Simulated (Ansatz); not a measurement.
`[CH3][AlH][BH]S` + `N=C(Cl)[SeH]` → `SBCl` + `[CH3][AlH][C](=N)[SeH]`  (redistribution)

Calculated with Ansatz (gas phase, PBE0-D4/def2-TZVP geometries, no zero-point term in ΔE). CCSD(T)/CBS adds triple-zeta CCSD(T) − MP2 to the extrapolated MP2 energy (def2 sets, frozen cores). This one scheme is used for every species. Functionals use def2-TZVPP. B3LYP here is the variant with VWN-RPA as its local correlation; programs differ in this. For Se outer-core shells are correlated without core-valence functions, which leaves a few kJ/mol of doubt a bond. Scalar relativity is left out up to krypton. Each species was taken in one conformer, which may not be the lowest.

CCSD(T)/CBS gives -170.5 kJ/mol.

Question: Another level gave -155.1 kJ/mol. Which?
A. B3LYP-D4/def2-TZVPP
B. PBE-D4/def2-TZVPP
C. PBE0-D4/def2-TZVPP
D. SCS-MP2/def2-TZVPP

Answer: B. PBE-D4 -155.1, PBE0-D4 -159.1, SCS-MP2/def2-TZVPP -173.0, B3LYP-D4 -167.0 kJ/mol.

Largest T1 diagnostic among the species: 0.014.

From PBE to PBE0 (25 % exact exchange), in def2-TZVPP and without D4, ΔE moves by −4.2 kJ/mol.
